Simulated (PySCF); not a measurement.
## Excitation energy of Ni(2+) by level of theory

Ni(2+) [Ar] 3d8 (3F) → Ni(2+) [Ar] 3d7 4s1 (5F), as a difference of total energies. Calculation: PySCF 2.14, in def2-TZVPPD (6s6p4d2f1g, 67 functions); no relativity, point nucleus. Correlated levels: valence: [Ar] frozen. The calculations carry no spin-orbit coupling.

```
           method  excitation energy (eV)
              UHF                   5.772
    MP2 (valence)                   7.392
SCS-MP2 (valence)                   7.522
   CCSD (valence)                   7.107
CCSD(T) (valence)                   7.157
```

**Question.** How much does correlation contribute at CCSD(T) (valence)?

**Answer.** 7.157 − (5.772) = 1.385 eV, measured against UHF.

A first-order spin-orbit estimate (lowest level to lowest level, LS coupling) adds -0.011 eV.
